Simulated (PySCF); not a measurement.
Compound: BGeH5O.
Atom-mapped SMILES: `[BH2:1][O:2][GeH3:3]` (hydrogens: H4, H5 on B1; H6, H7, H8 on Ge3)

Geometry (PBE0-D3(BJ)/def2-SVP, Å), atoms numbered from 1 in this order:
```xyz
8
BGeH5O angstrom
B      1.5512   -0.2372    0.3062
O      0.4424    0.4797    0.5422
Ge    -1.2001    0.2446   -0.1679
H      1.5349   -1.1799   -0.4673
H      2.5654    0.0821    0.8904
H     -1.5220    1.5390   -0.9265
H     -1.1519   -0.9796   -1.0974
H     -2.1457    0.0361    1.0226
```

Computed with PySCF, PBE0-D3(BJ)/def2-SVP geometry optimisation, gas phase.

Take the most abundant isotopes and a rigid rotor. The values belong to one conformer with, in the numbering `[BH2:1][O:2][GeH3:3]`, H–B1–O2–Ge3 0° and 180°.

What are A, B and C (GHz)?

Ia = 13.53, Ib = 123.52, Ic = 130.55 u·Å²; 505379 MHz·u·Å²/I gives 37352, 4092 and 3871 MHz, that is A = 37.352, B = 4.0916, C = 3.8712 GHz.

What kind of rotor is it?

A near-prolate asymmetric top: κ = (2 × 4092 − 37352 − 3871)/(37352 − 3871) = -0.99.

What does the inertial defect say?

Not planar: Δ = Ic − Ia − Ib = -6.50 u·Å². For a rigid frame Δ = −2 Σ m c², so Σ m c² = 3.25 u·Å² lies off the ab plane, practically all of it from hydrogen. The atom farthest from that plane is 1.29 Å away.

Give the other two planar moments, Paa and Pbb, and the rms extents of the mass along the axes.

Paa = Σ m a² = (Ib + Ic − Ia)/2 = 120.27 and Pbb = Σ m b² = (Ia + Ic − Ib)/2 = 10.28 u·Å². With the mass M = 105.96 u, the rms extents √(P/M) along a, b and c are 1.07, 0.31, 0.18 Å.

List the rotational levels J(Ka,Kc) to J = 4 (cm⁻¹).

Above 0(0,0):
J = 1: 1(0,1) 0.2656, 1(1,1) 1.3751, 1(1,0) 1.3824
J = 2: 2(0,2) 0.7968, 2(1,2) 1.8989, 2(1,1) 1.9210, 2(2,1) 5.2493, 2(2,0) 5.2493
J = 3: 3(0,3) 1.5935, 3(1,3) 2.6847, 3(1,2) 2.7288, 3(2,2) 6.0461, 3(2,1) 6.0463, 3(3,1) 11.6118, 3(3,0) 11.6118
J = 4: 4(0,4) 2.6556, 4(1,4) 3.7324, 4(1,3) 3.8059, 4(2,3) 7.1086, 4(2,2) 7.1091, 4(3,2) 12.6743, 4(3,1) 12.6743, 4(4,1) 20.4660, 4(4,0) 20.4660
Those of J = 1 are B + C, A + C and A + B.

Predict some low-J microwave lines.

The dipole components are |μa| = 2.13 D, |μb| = 0.50 D, |μc| = 0.00 D. The squared components, which scale the intensities, stand as 1.00 : 0.05 : 0.00 (a : b : c). Some lines, for components of 0.1 D or more:

```tsv
type	branch	J(Ka,Kc)	MHz	lower level (cm⁻¹)
a	Q	2(1,1) ← 2(1,2)	661	1.899
a	Q	3(1,2) ← 3(1,3)	1323	2.685
a	R	1(0,1) ← 0(0,0)	7963	0.000
a	R	2(0,2) ← 1(0,1)	15925	0.266
a	R	2(1,1) ← 1(1,0)	16146	1.382
a	R	3(1,3) ← 2(1,2)	23557	1.899
a	R	3(0,3) ← 2(0,2)	23884	0.797
a	R	3(2,1) ← 2(2,0)	23893	5.249
a	R	3(1,2) ← 2(1,1)	24219	1.921
b	Q	1(1,0) ← 1(0,1)	33481	0.266
b	Q	2(1,1) ← 2(0,2)	33702	0.797
b	Q	3(1,2) ← 3(0,3)	34036	1.593
b	R	1(1,1) ← 0(0,0)	41223	0.000
b	R	2(1,2) ← 1(0,1)	48965	0.266
b	R	3(1,3) ← 2(0,2)	56598	0.797
b	Q	3(2,1) ← 3(1,2)	99456	2.729
b	Q	2(2,0) ← 2(1,1)	99782	1.921
b	Q	2(2,1) ← 2(1,2)	100442	1.899
b	Q	3(2,2) ← 3(1,3)	100773	2.685
b	R	2(2,1) ← 1(1,0)	115927	1.382
b	R	2(2,0) ← 1(1,1)	116148	1.375
b	R	3(2,2) ← 2(1,1)	123669	1.921
b	Q	3(3,0) ← 3(2,1)	166847	6.046
b	Q	3(3,1) ← 3(2,2)	166853	6.046
b	R	3(3,1) ← 2(2,0)	190740	5.249
b	R	3(3,0) ← 2(2,1)	190741	5.249
```

Whether it is a minimum is left open (no frequencies). Zero-point vibration and centrifugal distortion are left out. A rigid rotor knows nothing of internal rotation, which can split or shift real lines. Quadrupole hyperfine structure (11B) is left out.

The run took 13 s on one thread, Arm Neoverse V2 (aarch64), shared host with 96 logical CPUs at a one-minute load of 39, and the process peaked at 0.36 GiB of memory. That covers the optimisation of the geometry.
